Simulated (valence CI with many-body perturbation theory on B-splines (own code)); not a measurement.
# Zn XXVI: electric-dipole lines

Calculated by valence CI with perturbative core correlation (CI+MBPT): three valence electrons over a frozen Dirac-Fock core [He], a basis of 11 s, 11 p, 9 d, 7 f, 5 g, 2 h, 1 i functions for each j, with the one-electron correlation potential Σ1 (screened to all orders), the two-electron term Σ2, the three-electron term Σ3, Breit, model QED; selected single and double excitations, second order for the rest (own B-spline code, finite nucleus).

No measured spectrum was set against this ion. As an estimate, levels of excited configurations hold to 0.05 to 0.15 % of their energy, terms of the ground configuration to about 0.5 %.

Lines 101 to 150 of 255 in falling wavelength, among levels below 118.39 Ry, chosen from the strongest by gf and those to the six lowest levels. Wavelengths and rates use the calculated energies, so an error of 900 cm⁻¹ moves a line at 0.8983 nm by 0.0081 % and its rate by three times that or more. Electric multipoles are in the length gauge, E1 and E2 with the static RPA response of the core. Weak lines are less certain than strong ones. Lines between different terms over intervals too small for the method are left out, as are lines whose strength nearly cancels. The highest levels of a list are the least certain.

Names give the largest LS component (configuration and term), which can be under half, so a name can repeat, a term be missing and a line seem to break the LS rules; names also repeat where a configuration has a term twice. Letters in brackets count levels of one name in rising energy.

| λ vac (nm) | Upper | Lower | A (s⁻¹) | S (a.u.) |
| --- | --- | --- | --- | --- |
| 0.8983 | 2s.2p.3d 2P°_3/2 [a] | 2s.2p2 2S_1/2 | 8.89e+12 | 1.27e-02 |
| 0.8979 | 2s.2p.3d 4P°_5/2 | 2s.2p2 2D_5/2 | 1.70e+12 | 3.65e-03 |
| 0.8968 | 2s.2p.3s 2P°_3/2 [b] | 2s.2p2 2P_1/2 | 7.28e+12 | 1.04e-02 |
| 0.8964 | 2s.2p.3s 4P°_1/2 | 2s.2p2 4P_1/2 | 9.56e+11 | 6.80e-04 |
| 0.8961 | 2s.2p.3d 4F°_5/2 | 2s.2p2 2D_3/2 | 3.86e+11 | 8.22e-04 |
| 0.8956 | 2s.2p.3s 4P°_5/2 | 2s.2p2 4P_5/2 | 3.66e+12 | 7.78e-03 |
| 0.8946 | 2s.2p.3d 2D°_3/2 [a] | 2s.2p2 2P_1/2 | 7.46e+12 | 1.05e-02 |
| 0.8940 | 2s.2p.3d 2P°_1/2 [a] | 2s.2p2 2S_1/2 | 2.76e+13 | 1.95e-02 |
| 0.8925 | 2s.2p.3s 4P°_3/2 | 2s.2p2 4P_1/2 | 2.34e+12 | 3.28e-03 |
| 0.8924 | 2s.2p.3d 4P°_5/2 | 2s.2p2 2D_3/2 | 1.28e+12 | 2.69e-03 |
| 0.8911 | 2s.2p.3d 4D°_3/2 | 2s.2p2 2D_3/2 | 2.15e+12 | 3.01e-03 |
| 0.8907 | 2s.2p.3d 4D°_1/2 | 2s.2p2 2D_3/2 | 4.50e+11 | 3.14e-04 |
| 0.8894 | 2s2.3s 2S_1/2 | 2s2.2p 2P°_1/2 | 1.61e+12 | 1.12e-03 |
| 0.8890 | 2p2.3d 4F_3/2 | 2p3 4S°_3/2 | 2.74e+12 | 3.80e-03 |
| 0.8887 | 2s.2p.3s 4P°_5/2 | 2s.2p2 4P_3/2 | 2.20e+12 | 4.57e-03 |
| 0.8885 | 2s.2p.3s 2P°_1/2 [b] | 2s.2p2 2D_3/2 | 2.25e+12 | 1.56e-03 |
| 0.8884 | 2s.2p.3s 2P°_3/2 [b] | 2s.2p2 2D_3/2 | 3.16e+12 | 4.37e-03 |
| 0.8863 | 2s.2p.3d 2D°_3/2 [a] | 2s.2p2 2D_3/2 | 4.01e+12 | 5.51e-03 |
| 0.8856 | 2p2.3d 4F_5/2 | 2p3 4S°_3/2 | 9.89e+12 | 2.03e-02 |
| 0.8855 | 2s.2p.3d 2F°_5/2 [a] | 2s.2p2 2D_3/2 | 2.22e+13 | 4.56e-02 |
| 0.8838 | 2s.2p.3d 4D°_7/2 | 2s.2p2 2D_5/2 | 1.31e+12 | 3.58e-03 |
| 0.8799 | 2s.2p.3d 2D°_3/2 [b] | 2s.2p2 2P_3/2 | 5.10e+12 | 6.86e-03 |
| 0.8799 | 2s.2p.3d 2D°_5/2 [a] | 2s.2p2 2D_5/2 | 1.77e+13 | 3.58e-02 |
| 0.8796 | 2s.2p.3d 2P°_3/2 [a] | 2s.2p2 2P_1/2 | 9.20e+12 | 1.24e-02 |
| 0.8793 | 2s.2p.3d 4F°_3/2 | 2s.2p2 4P_5/2 | 1.21e+11 | 1.62e-04 |
| 0.8790 | 2s.2p.3d 2D°_3/2 [b] | 2s.2p2 2S_1/2 | 1.60e+13 | 2.14e-02 |
| 0.8783 | 2p2.3p 4D°_3/2 [a] | 2s.2p2 2P_3/2 | 3.72e+12 | 4.97e-03 |
| 0.8781 | 2s.2p.3d 2D°_5/2 [b] | 2s.2p2 2P_3/2 | 4.39e+13 | 8.79e-02 |
| 0.8779 | 2s.2p.3d 4D°_5/2 | 2s.2p2 2D_3/2 | 1.12e+12 | 2.24e-03 |
| 0.8771 | 2s.2p.3d 2P°_1/2 [b] | 2s.2p2 2P_3/2 | 5.60e+12 | 3.73e-03 |
| 0.8769 | 2s.2p.3d 4F°_5/2 | 2s.2p2 4P_5/2 | 1.91e+12 | 3.81e-03 |
| 0.8767 | 2s.2p.3d 2P°_3/2 [a] | 2s.2p2 2D_5/2 | 2.48e+12 | 3.30e-03 |
| 0.8755 | 2s.2p.3d 2P°_3/2 [b] | 2s.2p2 2P_3/2 | 1.26e+13 | 1.67e-02 |
| 0.8746 | 2s.2p.3d 2D°_5/2 [a] | 2s.2p2 2D_3/2 | 3.89e+12 | 7.70e-03 |
| 0.8746 | 2s.2p.3d 2P°_3/2 [b] | 2s.2p2 2S_1/2 | 1.44e+13 | 1.90e-02 |
| 0.8745 | 2s.2p.3d 2F°_7/2 [a] | 2s.2p2 2D_5/2 | 4.32e+13 | 1.14e-01 |
| 0.8733 | 2s.2p.3d 4P°_5/2 | 2s.2p2 4P_5/2 | 3.30e+12 | 6.51e-03 |
| 0.8729 | 2s.2p.3d 4F°_7/2 | 2s.2p2 4P_5/2 | 1.66e+13 | 4.35e-02 |
| 0.8726 | 2s.2p.3d 4F°_3/2 | 2s.2p2 4P_3/2 | 1.66e+12 | 2.18e-03 |
| 0.8720 | 2s.2p.3d 4D°_3/2 | 2s.2p2 4P_5/2 | 7.13e+11 | 9.33e-04 |
| 0.8715 | 2s.2p.3d 2P°_3/2 [a] | 2s.2p2 2D_3/2 | 1.30e+12 | 1.70e-03 |
| 0.8702 | 2s.2p.3d 4F°_5/2 | 2s.2p2 4P_3/2 | 7.47e+12 | 1.46e-02 |
| 0.8701 | 2s2.3d 2D_3/2 | 2s2.2p 2P°_3/2 | 5.88e+12 | 7.64e-03 |
| 0.8687 | 2s2.3d 2D_5/2 | 2s2.2p 2P°_3/2 | 3.51e+13 | 6.82e-02 |
| 0.8677 | 2p2.3p 4P°_5/2 | 2s.2p2 2P_3/2 | 1.98e+12 | 3.83e-03 |
| 0.8675 | 2s.2p.3d 2P°_1/2 [a] | 2s.2p2 2D_3/2 | 3.90e+11 | 2.51e-04 |
| 0.8667 | 2s.2p.3d 4P°_5/2 | 2s.2p2 4P_3/2 | 2.26e+13 | 4.36e-02 |
| 0.8667 | 2s.2p.3d 2F°_5/2 [a] | 2s.2p2 4P_5/2 | 8.07e+10 | 1.56e-04 |
| 0.8655 | 2s.2p.3d 4D°_3/2 | 2s.2p2 4P_3/2 | 8.50e+12 | 1.09e-02 |
| 0.8651 | 2s.2p.3d 4D°_1/2 | 2s.2p2 4P_3/2 | 1.94e+12 | 1.24e-03 |
